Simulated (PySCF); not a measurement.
CH8FNSi2, SMILES N[SiH2][SiH2]CF.

Coordinates come from a PBE-D3(BJ)/def2-SVP optimisation. This is a generated structure with no PubChem entry under its InChIKey; it may be hypothetical. The values are those of a single conformer.

Method: PySCF 2.14.0 with PBE-D3(BJ)/def2-SVP.

Frequencies are harmonic and unscaled.

Computed harmonic wavenumbers and intensities:
```json
[
 {"mode": "1", "ν (cm⁻¹)": "35", "IR (km/mol)": "0.4", "moving atoms (share of kinetic energy)": "Si 32 %, H 31 %, N 23 %, F 11 %"},
 {"mode": "2", "ν (cm⁻¹)": "122", "IR (km/mol)": "6.8", "moving atoms (share of kinetic energy)": "H 36 %, C 28 %, F 25 %, N 8 %"},
 {"mode": "3", "ν (cm⁻¹)": "134", "IR (km/mol)": "1.9", "moving atoms (share of kinetic energy)": "F 46 %, N 23 %, Si 15 %, H 9 %"},
 {"mode": "4", "ν (cm⁻¹)": "185", "IR (km/mol)": "1.3", "moving atoms (share of kinetic energy)": "N 36 %, H 21 %, F 20 %, Si 18 %"},
 {"mode": "5", "ν (cm⁻¹)": "276", "IR (km/mol)": "7.7", "moving atoms (share of kinetic energy)": "H 52 %, Si 22 %, F 13 %"},
 {"mode": "6", "ν (cm⁻¹)": "309", "IR (km/mol)": "35.9", "moving atoms (share of kinetic energy)": "H 70 %, Si 13 %"},
 {"mode": "7", "ν (cm⁻¹)": "394", "IR (km/mol)": "41.3", "moving atoms (share of kinetic energy)": "H 87 %"},
 {"mode": "8", "ν (cm⁻¹)": "411", "IR (km/mol)": "0.0", "moving atoms (share of kinetic energy)": "Si 82 %, H 15 %"},
 {"mode": "9", "ν (cm⁻¹)": "511", "IR (km/mol)": "124.7", "moving atoms (share of kinetic energy)": "H 79 %, N 15 %"},
 {"mode": "10", "ν (cm⁻¹)": "524", "IR (km/mol)": "17.6", "moving atoms (share of kinetic energy)": "H 67 %, Si 23 %"},
 {"mode": "11", "ν (cm⁻¹)": "610", "IR (km/mol)": "8.3", "moving atoms (share of kinetic energy)": "H 63 %, C 19 %, Si 15 %"},
 {"mode": "12", "ν (cm⁻¹)": "626", "IR (km/mol)": "12.9", "moving atoms (share of kinetic energy)": "H 83 %, C 14 %"},
 {"mode": "13", "ν (cm⁻¹)": "669", "IR (km/mol)": "27.7", "moving atoms (share of kinetic energy)": "H 93 %"},
 {"mode": "14", "ν (cm⁻¹)": "742", "IR (km/mol)": "115.7", "moving atoms (share of kinetic energy)": "H 58 %, C 21 %, Si 20 %"},
 {"mode": "15", "ν (cm⁻¹)": "754", "IR (km/mol)": "48.3", "moving atoms (share of kinetic energy)": "H 80 %, N 13 %"},
 {"mode": "16", "ν (cm⁻¹)": "810", "IR (km/mol)": "112.7", "moving atoms (share of kinetic energy)": "H 47 %, N 23 %, Si 19 %, C 11 %"},
 {"mode": "17", "ν (cm⁻¹)": "838", "IR (km/mol)": "57.1", "moving atoms (share of kinetic energy)": "H 49 %, Si 21 %, N 20 %, C 9 %"},
 {"mode": "18", "ν (cm⁻¹)": "888", "IR (km/mol)": "97.4", "moving atoms (share of kinetic energy)": "H 93 %"},
 {"mode": "19", "ν (cm⁻¹)": "911", "IR (km/mol)": "54.6", "moving atoms (share of kinetic energy)": "H 83 %, Si 9 %"},
 {"mode": "20", "ν (cm⁻¹)": "948", "IR (km/mol)": "64.6", "moving atoms (share of kinetic energy)": "H 93 %"},
 {"mode": "21", "ν (cm⁻¹)": "997", "IR (km/mol)": "78.4", "moving atoms (share of kinetic energy)": "C 54 %, F 40 %"},
 {"mode": "22", "ν (cm⁻¹)": "1194", "IR (km/mol)": "6.3", "moving atoms (share of kinetic energy)": "H 91 %"},
 {"mode": "23", "ν (cm⁻¹)": "1247", "IR (km/mol)": "5.2", "moving atoms (share of kinetic energy)": "H 78 %, C 20 %"},
 {"mode": "24", "ν (cm⁻¹)": "1395", "IR (km/mol)": "7.4", "moving atoms (share of kinetic energy)": "H 94 %"},
 {"mode": "25", "ν (cm⁻¹)": "1494", "IR (km/mol)": "36.1", "moving atoms (share of kinetic energy)": "H 91 %, N 9 %"},
 {"mode": "26", "ν (cm⁻¹)": "2084", "IR (km/mol)": "152.0", "moving atoms (share of kinetic energy)": "H 97 %"},
 {"mode": "27", "ν (cm⁻¹)": "2141", "IR (km/mol)": "60.1", "moving atoms (share of kinetic energy)": "H 97 %"},
 {"mode": "28", "ν (cm⁻¹)": "2151", "IR (km/mol)": "109.8", "moving atoms (share of kinetic energy)": "H 97 %"},
 {"mode": "29", "ν (cm⁻¹)": "2158", "IR (km/mol)": "118.1", "moving atoms (share of kinetic energy)": "H 96 %"},
 {"mode": "30", "ν (cm⁻¹)": "2963", "IR (km/mol)": "18.0", "moving atoms (share of kinetic energy)": "H 95 %"},
 {"mode": "31", "ν (cm⁻¹)": "3029", "IR (km/mol)": "10.9", "moving atoms (share of kinetic energy)": "H 90 %, C 10 %"},
 {"mode": "32", "ν (cm⁻¹)": "3455", "IR (km/mol)": "24.7", "moving atoms (share of kinetic energy)": "H 96 %"},
 {"mode": "33", "ν (cm⁻¹)": "3557", "IR (km/mol)": "39.4", "moving atoms (share of kinetic energy)": "H 91 %, N 9 %"}
]
```
